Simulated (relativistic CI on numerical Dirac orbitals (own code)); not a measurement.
## Line list: Electric-dipole lines, Tl X

Calculated at this level of theory: Dirac-Coulomb-Breit CI, separate exchange-only KLI orbitals for each configuration, model QED, unscaled Slater integrals (own radial code, finite nucleus).

Configurations in the expansion (outside the closed core [Kr] 4d10): 4f¹⁴5s²5p⁶5d⁴, 4f¹⁴5s²5p⁶5d³6s, 4f¹⁴5s²5p⁶5d³5f, 4f¹⁴5s²5p⁵5d⁵, 4f¹⁴5s²5p⁶5d³6p, 4f¹⁴5s²5p⁶5d³5g, 4f¹⁴5s²5p⁶5d²6s6p, 4f¹⁴5s²5p⁶5d²5f6s, 4f¹⁴5s²5p⁶5d³6d, 4f¹⁴5s5p⁶5d⁵, 4f¹⁴5s²5p⁵5d⁴5f, 4f¹⁴5s²5p⁶5d³7s, 4f¹⁴5s²5p⁶5d³7p, 4f¹⁴5s²5p⁶5d³6f, 4f¹⁴5s²5p⁵5d⁴5g, 4f¹⁴5s²5p⁵5d⁴6s, 4f¹⁴5s²5p⁶5d³8s, 4f¹⁴5s²5p⁶5d²5g6p, 4f¹⁴5s²5p⁶5d³8p, 4f¹³5s²5p⁶5d⁵, 4f¹⁴5s²5p⁶5d²6s², 4f¹⁴5s²5p⁶5d5f6s², 4f¹⁴5s²5p⁶5d6s²6p, 4f¹⁴5s²5p⁶5d5g6s², 4f¹⁴5s²5p⁶5d6s²6d, 4f¹⁴5s²5p⁶5d²5f², 4f¹⁴5s²5p⁶5d5f²6s, 4f¹⁴5s²5p⁶5d5f³, 4f¹⁴5s²5p⁶5d5f²6p, 4f¹⁴5s²5p⁶5d5f²5g, 4f¹⁴5s²5p⁶5d5f²6d, 4f¹⁴5p⁶5d⁶, 4f¹⁴5p⁵5d⁷. Double excitations out of closed p, d and f shells are left out; levels of such configurations are missing from the list, as are those of other unlisted configurations, and high levels can miss mixing partners. These lack a partner that the ground configuration has and come out too high: 4f¹⁴5s²5p⁵5d⁴5f, 4f¹⁴5s²5p⁶5d³7s, 4f¹⁴5s²5p⁶5d³7p, 4f¹⁴5s²5p⁶5d³6f, 4f¹⁴5s²5p⁵5d⁴5g.

| λ vac (Å) | Lower | Upper | A (s⁻¹) | E lower (cm⁻¹) | E upper (cm⁻¹) |
| --- | --- | --- | --- | --- | --- |
| 169.24 | 4f¹⁴5s²5p⁶5d⁴ ⁵D1 [2] | 4f¹⁴5s²5p⁵5d⁵ ³D°2 [358] | 3.27e+10 | 13136 | 603998 |
| 173.49 | 4f¹⁴5s²5p⁶5d⁴ ⁵D4 [5] | 4f¹⁴5s²5p⁶5d³5f ³F°3 [364] | 2.84e+10 | 29222 | 605637 |
| 173.60 | 4f¹⁴5s²5p⁶5d⁴ ⁵D4 [5] | 4f¹⁴5s²5p⁶5d³5f ³G°3 [363] | 2.53e+10 | 29222 | 605265 |
| 175.56 | 4f¹⁴5s²5p⁶5d⁴ ³F2 [9] | 4f¹⁴5s²5p⁶5d³5f ³F°3 [399] | 2.64e+10 | 49950 | 619549 |
| 219.53 | 4f¹⁴5s²5p⁶5d⁴ ¹I6 [21] | 4f¹⁴5s²5p⁶5d³6p ³H°6 [183] | 1.34e+10 | 81506 | 537031 |
| 221.09 | 4f¹⁴5s²5p⁶5d⁴ ³H6 [12] | 4f¹⁴5s²5p⁶5d³6p ⁵G°6 [134] | 1.06e+10 | 56423 | 508729 |
| 224.60 | 4f¹⁴5s²5p⁶5d⁴ ³G5 [19] | 4f¹⁴5s²5p⁶5d³6p ³F°4 [159] | 3.85e+10 | 79030 | 524264 |
| 226.22 | 4f¹⁴5s²5p⁶5d⁴ ³H4 [7] | 4f¹⁴5s²5p⁶5d³6p ³D°3 [113] | 2.57e+10 | 43259 | 485316 |
| 226.26 | 4f¹⁴5s²5p⁶5d⁴ ¹I6 [21] | 4f¹⁴5s²5p⁶5d³6p ¹H°5 [156] | 3.87e+10 | 81506 | 523471 |
| 226.81 | 4f¹⁴5s²5p⁶5d⁴ ³F4 [16] | 4f¹⁴5s²5p⁶5d³6p ³F°3 [135] | 3.08e+10 | 68442 | 509334 |
| 228.60 | 4f¹⁴5s²5p⁶5d⁴ ³H4 [7] | 4f¹⁴5s²5p⁶5d³6p ³G°3 [107] | 1.34e+10 | 43259 | 480706 |
| 228.73 | 4f¹⁴5s²5p⁶5d⁴ ³H6 [12] | 4f¹⁴5s²5p⁶5d³6p ¹H°5 [124] | 4.11e+10 | 56423 | 493611 |
| 228.74 | 4f¹⁴5s²5p⁶5d⁴ ³H5 [10] | 4f¹⁴5s²5p⁶5d³6p ³G°4 [117] | 2.23e+10 | 52393 | 489567 |
| 228.84 | 4f¹⁴5s²5p⁶5d⁴ ¹I6 [21] | 4f¹⁴5s²5p⁶5d³6p ³H°6 [149] | 1.78e+10 | 81506 | 518492 |
| 229.07 | 4f¹⁴5s²5p⁶5d⁴ ³F3 [17] | 4f¹⁴5s²5p⁶5d³6p ³G°3 [138] | 2.06e+10 | 74290 | 510839 |
| 229.12 | 4f¹⁴5s²5p⁶5d⁴ ⁵D2 [3] | 4f¹⁴5s²5p⁶5d³6p ⁵D°1 [90] | 2.20e+10 | 22329 | 458778 |
| 229.25 | 4f¹⁴5s²5p⁶5d⁴ ³F4 [16] | 4f¹⁴5s²5p⁶5d³6p ⁵D°4 [130] | 1.58e+10 | 68442 | 504652 |
| 229.82 | 4f¹⁴5s²5p⁶5d⁴ ³G4 [13] | 4f¹⁴5s²5p⁶5d³6p ³D°3 [127] | 1.78e+10 | 61293 | 496420 |
| 230.01 | 4f¹⁴5s²5p⁶5d⁴ ⁵D2 [3] | 4f¹⁴5s²5p⁶5d³6p ⁵P°2 [87] | 1.50e+10 | 22329 | 457087 |
| 230.32 | 4f¹⁴5s²5p⁶5d⁴ ⁵D3 [4] | 4f¹⁴5s²5p⁶5d³6p ⁵F°2 [92] | 1.94e+10 | 28046 | 462228 |
| 230.36 | 4f¹⁴5s²5p⁶5d⁴ ⁵D4 [5] | 4f¹⁴5s²5p⁶5d³6p ³G°3 [93] | 2.98e+10 | 29222 | 463323 |
| 230.81 | 4f¹⁴5s²5p⁶5d⁴ ³G3 [8] | 4f¹⁴5s²5p⁶5d³6p ³F°2 [108] | 2.43e+10 | 48605 | 481864 |
| 231.09 | 4f¹⁴5s²5p⁶5d⁴ ³H5 [10] | 4f¹⁴5s²5p⁶5d³6p ³G°4 [112] | 1.35e+10 | 52393 | 485118 |
| 231.62 | 4f¹⁴5s²5p⁶5d⁴ ³H6 [12] | 4f¹⁴5s²5p⁶5d³6p ⁵G°6 [115] | 8.21e+09 | 56423 | 488160 |
| 232.16 | 4f¹⁴5s²5p⁶5d⁴ ³G3 [8] | 4f¹⁴5s²5p⁶5d³6p ³F°3 [105] | 1.52e+10 | 48605 | 479345 |
| 232.22 | 4f¹⁴5s²5p⁶5d⁴ ³G5 [19] | 4f¹⁴5s²5p⁶5d³6p ³G°5 [136] | 1.93e+10 | 79030 | 509651 |
| 232.36 | 4f¹⁴5s²5p⁶5d⁴ ⁵D3 [4] | 4f¹⁴5s²5p⁶5d³6p ⁵D°3 [89] | 1.78e+10 | 28046 | 458420 |
| 232.51 | 4f¹⁴5s²5p⁶5d⁴ ¹G4 [27] | 4f¹⁴5s²5p⁶5d³6p ¹G°4 [189] | 2.22e+10 | 109860 | 539946 |
| 232.56 | 4f¹⁴5s²5p⁶5d⁴ ³G4 [13] | 4f¹⁴5s²5p⁶5d³6p ³F°3 [121] | 1.61e+10 | 61293 | 491295 |
| 235.96 | 4f¹⁴5s²5p⁶5d⁴ ³H5 [10] | 4f¹⁴5s²5p⁶5d³6p ³G°5 [102] | 1.20e+10 | 52393 | 476198 |
| 238.01 | 4f¹⁴5s²5p⁶5d⁴ ³H4 [7] | 4f¹⁴5s²5p⁶5d³6p ³H°4 [94] | 2.19e+10 | 43259 | 463411 |
| 239.42 | 4f¹⁴5s²5p⁶5d⁴ ³H6 [12] | 4f¹⁴5s²5p⁶5d³6p ³I°6 [99] | 1.16e+10 | 56423 | 474097 |
| 239.77 | 4f¹⁴5s²5p⁶5d⁴ ⁵D2 [3] | 4f¹⁴5s²5p⁶5d³6p ⁵D°3 [81] | 1.55e+10 | 22329 | 439397 |
| 239.77 | 4f¹⁴5s²5p⁶5d⁴ ⁵D3 [4] | 4f¹⁴5s²5p⁶5d³6p ³F°4 [83] | 7.49e+09 | 28046 | 445107 |
| 240.45 | 4f¹⁴5s²5p⁶5d⁴ ⁵D4 [5] | 4f¹⁴5s²5p⁶5d³6p ³F°4 [83] | 2.49e+10 | 29222 | 445107 |
| 241.75 | 4f¹⁴5s²5p⁶5d⁴ ⁵D1 [2] | 4f¹⁴5s²5p⁶5d³6p ³D°2 [76] | 1.27e+10 | 13136 | 426790 |
| 242.06 | 4f¹⁴5s²5p⁶5d⁴ ⁵D0 [1] | 4f¹⁴5s²5p⁶5d³6p ³D°1 [73] | 2.04e+10 | 0 | 413117 |
| 245.20 | 4f¹⁴5s²5p⁶5d⁴ ³F2 [9] | 4f¹⁴5s²5p⁶5d³6p ³G°3 [88] | 1.21e+10 | 49950 | 457786 |
| 621.74 | 4f¹⁴5s²5p⁶5d³6s ⁵F3 [37] | 4f¹⁴5s²5p⁶5d³6p ³G°4 [100] | 4.99e+09 | 314633 | 475473 |
| 623.72 | 4f¹⁴5s²5p⁶5d³6s ⁵F4 [39] | 4f¹⁴5s²5p⁶5d³6p ⁵G°5 [110] | 5.53e+09 | 323717 | 484047 |
| 626.20 | 4f¹⁴5s²5p⁶5d³6s ³H6 [55] | 4f¹⁴5s²5p⁶5d³6p ³I°7 [155] | 6.58e+09 | 363424 | 523117 |
| 628.49 | 4f¹⁴5s²5p⁶5d³6s ³H5 [49] | 4f¹⁴5s²5p⁶5d³6p ⁵G°6 [134] | 6.39e+09 | 349617 | 508729 |
| 629.61 | 4f¹⁴5s²5p⁶5d³6s ⁵F5 [42] | 4f¹⁴5s²5p⁶5d³6p ⁵G°6 [115] | 6.31e+09 | 329331 | 488160 |
| 631.40 | 4f¹⁴5s²5p⁶5d³6s ³G4 [48] | 4f¹⁴5s²5p⁶5d³6p ¹H°5 [132] | 5.31e+09 | 349392 | 507771 |
| 633.11 | 4f¹⁴5s²5p⁶5d³6s ³G5 [64] | 4f¹⁴5s²5p⁶5d³6p ³H°6 [183] | 6.13e+09 | 379082 | 537031 |

Terms are leading LS components. Brackets give the number of a level in order of energy, since labels repeat. The list gives strong lines, with weight on those to low levels, without lines whose two gauges differ by over a factor of 2.5, among the lowest 400 of 11842 levels, so that lines to higher ones, which can be the strongest, are missing. Levels whose partners in the same complex of configurations lie outside the list can be far off, and so can their lines. Rates are taken at the computed energies, electric ones in the length gauge.

At this charge energies of transitions that change n are usually good to better than 1 %, and those within a shell (Δn = 0) to a few per cent. Terms inside the open d or f shell come out 10 to 20 % too wide with unscaled integrals. Levels and lines within the n = 5 or 6 shells can be off by up to 10 % or somewhat more, and those that change n by about 2 %, since core polarisation is missing.

LS names give the leading component of a level, which can be under half, so a name can repeat, a term be missing and a line seem to break the LS rules.
